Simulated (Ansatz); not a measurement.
Cost and result for the atomization energy of C$_{7}$H$_{11}$GeN, SMILES `C[N]([GeH3])c1ccccc1` (20 atoms, 20 bonds).

Z-matrix (Å, degrees):
```
C
N 1 1.443
H 1 1.097 2 111.8
H 1 1.097 2 111.8 3 121.1
H 1 1.090 2 109.8 3 -119.5
C 2 1.382 1 118.5 3 -60.6
Ge 2 1.848 1 119.9 3 119.4
C 6 1.402 2 121.8 1 0.0
C 6 1.403 2 120.8 1 -180.0
H 7 1.534 2 104.7 1 0.1
H 7 1.539 2 110.5 1 119.6
H 7 1.539 2 110.5 1 -119.4
C 8 1.386 6 120.8 2 -180.0
H 8 1.081 6 120.3 2 0.0
C 9 1.381 6 121.2 2 180.0
H 9 1.085 6 120.2 2 0.0
C 13 1.385 8 121.2 6 0.0
H 13 1.085 8 118.8 6 -180.0
H 15 1.084 9 119.0 6 -180.0
H 17 1.083 13 120.8 8 -180.0
```

The species carries charge 0 and has multiplicity 1. Correlated methods include outer-core shells of Ge, which these sets cover unevenly. Scalar relativity is left out up to krypton. Geometry: relaxed with PBE0-D4/def2-TZVP. It is one conformer, not always the lowest. Program: Ansatz. All runs use 4 threads of an AMD EPYC 7R13 on a shared host and a share of an NVIDIA H100 80 GB. Times are those of one run each, without the atoms' runs, and a repeat can differ threefold. Electronic energies, without spin–orbit coupling; frozen cores. CCSD(T)/CBS adds CCSD(T) − MP2 in def2-TZVPP to the MP2 limit, and its time is that of the two runs behind it. T1 = 0.012; the RHF reference is unstable towards UHF. With those shells the extrapolation isn't a true limit. B3LYP takes the VWN-RPA correlation (the form of Gaussian; ORCA's B3LYP/G).

CCSD(T)/CBS is a level of theory with its own doubt, some kJ/mol a heavy atom from the limit and from the frozen cores, so smaller differences don't rank the functionals.

```json
{"level": "LDA (SPW92)/def2-TZVPP", "functions": "450", "wall time": "2.2 s", "atomization (kJ/mol)": "9718.6", "difference from CCSD(T)/CBS": "1313.6", "per bond": "65.7"}
{"level": "BLYP-D4/def2-TZVPP", "functions": "450", "wall time": "2.3 s", "atomization (kJ/mol)": "8431.0", "difference from CCSD(T)/CBS": "26.0", "per bond": "1.3"}
{"level": "PBE0-D4/def2-TZVPP", "functions": "450", "wall time": "2.5 s", "atomization (kJ/mol)": "8523.9", "difference from CCSD(T)/CBS": "118.9", "per bond": "5.9"}
{"level": "r2SCAN-D4/def2-TZVPP (with forces)", "functions": "450", "wall time": "2.8 s", "atomization (kJ/mol)": "8465.2", "difference from CCSD(T)/CBS": "60.2", "per bond": "3.0"}
{"level": "B97M-V/def2-TZVPP", "functions": "450", "wall time": "2.8 s", "atomization (kJ/mol)": "8468.9", "difference from CCSD(T)/CBS": "63.9", "per bond": "3.2"}
{"level": "BHLYP-D4/def2-TZVPP", "functions": "450", "wall time": "2.8 s", "atomization (kJ/mol)": "8194.9", "difference from CCSD(T)/CBS": "-210.1", "per bond": "-10.5"}
{"level": "B3LYP-D4/def2-TZVPP (with forces)", "functions": "450", "wall time": "3 s", "atomization (kJ/mol)": "8439.6", "difference from CCSD(T)/CBS": "34.6", "per bond": "1.7"}
{"level": "CCSD(T)/def2-SVP", "functions": "199", "wall time": "3.4 s", "atomization (kJ/mol)": "8064.5", "difference from CCSD(T)/CBS": "-340.5", "per bond": "-17.0"}
{"level": "PBE-QIDH/def2-TZVPP", "functions": "450", "wall time": "4.4 s", "atomization (kJ/mol)": "8437.3", "difference from CCSD(T)/CBS": "32.3", "per bond": "1.6"}
{"level": "ωB97X-V/def2-TZVPP", "functions": "450", "wall time": "6 s", "atomization (kJ/mol)": "8437.4", "difference from CCSD(T)/CBS": "32.4", "per bond": "1.6"}
{"level": "MP2/def2-QZVPP", "functions": "875", "wall time": "14 s", "atomization (kJ/mol)": "8501.1", "difference from CCSD(T)/CBS": "96.1", "per bond": "4.8"}
{"level": "CCSD(T)/def2-TZVPP", "functions": "450", "wall time": "45 s", "atomization (kJ/mol)": "8212.3", "difference from CCSD(T)/CBS": "-192.7", "per bond": "-9.6"}
{"level": "CCSD(T)/CBS(def2)", "functions": "–", "wall time": "59 s", "atomization (kJ/mol)": "8405.0", "difference from CCSD(T)/CBS": "0.0", "per bond": "0.0"}
```

In def2-TZVPP, CCSD(T) changes the Hartree–Fock value by +2077.0 kJ/mol (the triples alone add +150.3 kJ/mol) and MP2 by +2252.7 kJ/mol; breaking electron pairs costs correlation energy, which Hartree–Fock lacks. Leaving LDA and LC-ωPBE aside and taking each functional with its dispersion term where it has one, the values, not all of them listed here, spread over 479.2 kJ/mol, from BHLYP-D4 to PBE-D4. LDA lies +1103.8 kJ/mol from PBE without D4, its usual overbinding. From r2SCAN to r2SCAN0 (25 % exact exchange), in def2-TZVPP and without D4, the atomization energy moves by −121.0 kJ/mol: exact exchange takes away binding that semilocal exchange gives to molecules.

For some Ge, Se and Sn compounds the MP2-based and the directly extrapolated limit differ by 10 to 25 kJ/mol.
